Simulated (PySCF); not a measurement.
Theory: geometry from GFN2-xTB, shieldings: GIAO PBE0/pcSseg-1, in PySCF 2.14 (relativity neglected, equivalent nuclei averaged, a single conformation, no solvent model).

Shifts are taken against calculated references (same method and geometry level): $^{1}$H (σref 31.72), $^{13}$C (σref 186.93) against TMS. Shifts are as computed. Against solution values, carbons near 30 ppm lie about +3 ppm off and those near 130 ppm about +5 ppm; carbons on Cl a further +6 ppm. Of 1211 compounds with measured shifts, 218 miss one by over three times the rms of a fit or turn the order of signals round; such compounds aren't used in these exercises. Carbons bonded to Cl come out too deshielded.

**Question.** Order these molecules by the shift of their most shielded carbon-bound hydrogen, lowest δ first.
A. F[C@@H]1[C@H]2C[C@@H]3[C@H]2[C@]13Cl
B. N#CC/C(F)=C/C=O
C. C=C1CC(CCl)=C1F
D. C=CC(=C)/C=C/Cl

**Answer.** A (1.89 ppm, hydrogen on an sp3 CH2 in a ring), C (2.61 ppm, hydrogen on an allylic sp3 CH2), B (3.27 ppm, hydrogen on an allylic sp3 CH2), D (5.30 ppm, hydrogen on a terminal =CH2 carbon).

**Question.** Order these molecules by the shift of their most deshielded carbon-bound hydrogen, lowest δ first.
A. F[C@@H]1[C@H]2C[C@@H]3[C@H]2[C@]13Cl
B. N#CC/C(F)=C/C=O
C. C=CC(=C)/C=C/Cl

**Answer.** A (5.44 ppm, hydrogen on an sp3 CH bonded to F), C (6.77 ppm, hydrogen on an alkene CH), B (10.35 ppm, hydrogen on an aldehyde carbonyl carbon).

**Question.** How many $^{13}$C and $^{1}$H signals does each give (equivalence by symmetry and fast rotation, but not about amide C–N or C=N bonds)? `N#CC/C(F)=C/C=O`, `C=CC(=C)/C=C/Cl`, `C=C1CC(CCl)=C1F`, `F[C@@H]1[C@H]2C[C@@H]3[C@H]2[C@]13Cl`

**Answer.** N#CC/C(F)=C/C=O: 5 C, 3 H; C=CC(=C)/C=C/Cl: 6 C, 7 H; C=C1CC(CCl)=C1F: 6 C, 4 H; F[C@@H]1[C@H]2C[C@@H]3[C@H]2[C@]13Cl: 6 C, 6 H.
